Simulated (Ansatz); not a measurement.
Gas-phase electronic energies from Ansatz, PBE0-D4/def2-TZVP geometries. CBS: MP2 limit from def2 TZ/QZ plus the TZ coupled-cluster correction, frozen cores. Functionals use def2-TZVPP. For Ge outer-core shells are correlated without core-valence functions, which leaves a few kJ/mol of doubt a bond. Scalar relativity is left out up to krypton. Each species was taken in one conformer, which may not be the lowest.

Consider the substitution at a C–C bond: `CC(C)CC(C)C` + `[OH][GeH]([F])[F]` → `C[O][GeH]([F])[F]` + `CCCC(C)C`.

(1) Is it downhill or uphill in electronic energy at CCSD(T)/CBS, and by how much? (Estimate.)

(2) What do these levels give: r2SCAN-D4, ωB97M-V, PBE, r2SCAN, PBE0, HF/def2-TZVPP, MP2/def2-TZVPP, HF/def2-QZVPP, MP2/def2-QZVPP, SCS-MP2/def2-QZVPP, HF/CBS(def2), CCSD/CBS(def2)? (An estimate is asked.)

Largest T1 diagnostic among the species: 0.012.

## Answers

(1) Ansatz gave: Uphill: ΔE = +0.66 eV.

(2) Ansatz gave: r2SCAN-D4 0.62, ωB97M-V 0.63, PBE 0.57, r2SCAN 0.61, PBE0 0.60, HF/def2-TZVPP 0.48, MP2/def2-TZVPP 0.72, HF/def2-QZVPP 0.47, MP2/def2-QZVPP 0.72, SCS-MP2/def2-QZVPP 0.65, HF/CBS(def2) 0.47, CCSD/CBS(def2) 0.64 eV.

In def2-TZVPP, CCSD(T) changes the Hartree–Fock value by +0.17 eV (the triples alone add +0.02 eV) and MP2 by +0.24 eV. The D4 term adds +0.04 eV with B3LYP and +0.02 eV with PBE0; it sums over pairs of atoms, weighted by their polarisabilities, and B3LYP, whose exchange is more repulsive, gets the larger term.

B3LYP here is the variant with VWN-RPA as its local correlation; programs differ in this.
